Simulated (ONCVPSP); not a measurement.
**What one change does to a pseudopotential (chlorine, ONCV)**

chlorine (Cl), optimised norm-conserving Vanderbilt (ONCV), made with ONCVPSP 4.0.1 (PBE, scalar-relativistic). Core [Ne], reference 3s2 3p4.75 (charge +0.25). Waves: 3s: rc 1.35 bohr, ncon 5, nbas 9, qcut 4.3 1/bohr, 2 projectors, debl 1.4 Ha; 3p: rc 1.15 bohr, ncon 3, nbas 8, qcut 6.8 1/bohr, 2 projectors, debl 2.6 Ha; d scattering state at 0.39 Ha: rc 1.25 bohr, ncon 5, nbas 9, qcut 6.9 1/bohr, 2 projectors, debl 0.3 Ha. Local part: polynomial inside 0.90 bohr (lpopt 3, dvloc0 1 Ha). Core correction: Teter function, fcfact 3, rcfact 1.75.

All-electron outer shells of the reference configuration (PBE, scalar-relativistic, ld1.x):

```json
{"shell": "2s", "level (eV)": "-255.67", "outermost node (bohr)": "0.12", "outermost maximum (bohr)": "0.36"}
{"shell": "2p", "level (eV)": "-194.61", "outermost node (bohr)": "–", "outermost maximum (bohr)": "0.30"}
{"shell": "3s", "level (eV)": "-23.39", "outermost node (bohr)": "0.55", "outermost maximum (bohr)": "1.27"}
{"shell": "3p", "level (eV)": "-11.15", "outermost node (bohr)": "0.53", "outermost maximum (bohr)": "1.43"}
```

Change: s: qcut 3.

Cutoffs: the cutoffs (Ha) at which the residual kinetic energy of the hardest occupied pseudo-wave falls to 1 and 0.1 mHa per electron; they do not see the model core or the augmentation charge, which bear on the density cutoff. Errors are all-electron minus pseudo energies relative to the spin-unpolarised reference configuration.

Q: What does the change do?

A: The potential gets harder (75 Ha and 114 Ha → 104 Ha and 124 Ha); of the 4 tests that both files solve, the error grows in 1 and shrinks in 1 by more than 15 % and 0.3 meV (median size 1.3 → 1.1 meV); neither file shows a bound ghost.

| quantity | base | changed |
| --- | --- | --- |
| cutoff, loose | 75 Ha | 104 Ha |
| cutoff, tight | 114 Ha | 124 Ha |
| loose cutoff by channel | s 75 Ha, p 12 Ha | s 104 Ha, p 12 Ha |
| bound ghosts | none | none |
| GHOST(+) flags under 300 eV | d at 148.2 eV, s at 161.1 eV | d at 148.2 eV, s at 175.9 eV |
| error for 3s2 3p5, meV [ΔE -2.47 eV] | +0.5 | +0.5 |
| error for 3s2 3p4, meV [ΔE 11.41 eV] | -1.2 | -1.1 |
| error for 3s2 3p3, meV [ΔE 36.86 eV] | -1.7 | -1.0 |
| error for 3s1 3p6, meV [ΔE 9.69 eV] | -1.4 | -2.7 |
| s: phases at 1.37 bohr within 0.05 rad from the reference energy up to (Ha; the scan ends near 5) | 4.6 | 4.9 |
| p: phases at 1.17 bohr within 0.05 rad from the reference energy up to (Ha; the scan ends near 5) | to the end of the scan | to the end of the scan |
| d: phases at 1.27 bohr within 0.05 rad from the reference energy up to (Ha; the scan ends near 5) | 4.7 | 4.7 |
| rms error of d²Exc/dni dnj with the model core, mHa | 2.85 | 2.95 |
